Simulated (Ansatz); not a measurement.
Geometry optimisation of Mn3⁻.

```yaml
crystal:
  periodic: [false, false, false]
  atoms:
    - {symbol: Mn, position_ang: [1.054930, -0.392725, -0.996904]}
    - {symbol: Mn, position_ang: [-1.129548, 0.798798, -0.535656]}
    - {symbol: Mn, position_ang: [0.074618, -0.406073, 1.532571]}
basis:
  gaussian: {orbitals: def2-TZVPD}
total_charge: -1
magnetization: {spin_polarized: true, initial_magnetization: 8}
hamiltonian: {xc: pbe0, dispersion: d4}
scf: {lower_state_search: "off"}
output: {orbitals: {seedname: orbitals}}
relax: {f_tol: 0.02, max_steps: 100}
```

```sh
$ ansatz run in.yaml --threads 4 --pin off --events-out ev --progress --plain --max-ram 3916MiB
```

It prints (some lines left out):

```
Functional definition: PBE0
mean field -93940.64787072 eV, -3452.2551339910 hartree, gradient 3.0e-6 eV, S^2 23.353078; 0 other end points of the search recorded, 0 dependent functions left out
relax step   1: F+E_penalty+E_count = -93940.72186973 eV  Δ(F+E_penalty+E_count) = +0.000e0 eV  max|allowed force component| = 5.565e-1 eV/Å  Δτ_max = 0.0000 Å  (243 SCF iters, accepted)
mean field -93940.75798098 eV, -3452.2591804684 hartree, gradient 1.6e-6 eV, S^2 23.295829; 0 other end points of the search recorded, 0 dependent functions left out
relax step   2: F+E_penalty+E_count = -93940.83200839 eV  Δ(F+E_penalty+E_count) = -1.101e-1 eV  max|allowed force component| = 2.544e-1 eV/Å  Δτ_max = 0.1066 Å  (109 SCF iters, accepted)
mean field -93940.77303523 eV, -3452.2597337017 hartree, gradient 2.7e-6 eV, S^2 23.198710; 0 other end points of the search recorded, 0 dependent functions left out
relax step   3: F+E_penalty+E_count = -93940.84718759 eV  Δ(F+E_penalty+E_count) = -1.518e-2 eV  max|allowed force component| = 1.640e-1 eV/Å  Δτ_max = 0.0813 Å  (117 SCF iters, accepted)
mean field -93940.77351431 eV, -3452.2597513075 hartree, gradient 3.5e-6 eV, S^2 23.252535; 0 other end points of the search recorded, 0 dependent functions left out
relax step   4: F+E_penalty+E_count = -93940.84764848 eV  Δ(F+E_penalty+E_count) = -4.609e-4 eV  max|allowed force component| = 1.135e-1 eV/Å  Δτ_max = 0.0433 Å  (56 SCF iters, accepted)
mean field -93940.77737888 eV, -3452.2598933281 hartree, gradient 2.8e-6 eV, S^2 23.239860; 0 other end points of the search recorded, 0 dependent functions left out
relax step   5: F+E_penalty+E_count = -93940.85145948 eV  Δ(F+E_penalty+E_count) = -3.811e-3 eV  max|allowed force component| = 2.195e-2 eV/Å  Δτ_max = 0.0291 Å  (54 SCF iters, accepted)
mean field -93940.77748027 eV, -3452.2598970539 hartree, gradient 2.1e-6 eV, S^2 23.235510; 0 other end points of the search recorded, 0 dependent functions left out
relax step   6: F+E_penalty+E_count = -93940.85157882 eV  Δ(F+E_penalty+E_count) = -1.193e-4 eV  max|allowed force component| = 3.898e-3 eV/Å  Δτ_max = 0.0057 Å  (47 SCF iters, accepted)
Total energy: -93940.85160328 eV, -3452.2626210243 hartree
Atom 0 at     1.057531    -0.371304    -1.094240 Å, force     0.001635    -0.000734    -0.001015 eV/Å
Atom 1 at    -1.027522     0.713961    -0.433514 Å, force    -0.003090     0.002520    -0.002883 eV/Å
Atom 2 at    -0.030009    -0.342657     1.527765 Å, force     0.001454    -0.001786     0.003898 eV/Å
Dipole moment:    -0.130734     0.090777    -0.054895 e Å
Checks for a lower state left out: stability, starts, cluster_reference, orbital_swaps, neighbouring_geometries, increment
```

Run time 41 s (4 threads of Arm Neoverse V2 on a shared host), peak host memory 0.61 GiB.

The charge -1 multiplicity 9 is spin-contaminated (final ⟨S²⟩ up to 23.24, 20.00 for a pure state). The relaxation made no stability test and no search for a lower SCF solution. At PBE0-D4/def2-TZVPD a multiplicity 13 of charge -1 lies 1.78 eV below the multiplicity 9, each at its own geometry. That multiplicity 13 is doubtful there (⟨S²⟩ 43.77, where a pure state has 42.00). The structure comes from a short search, and lower isomers may exist.
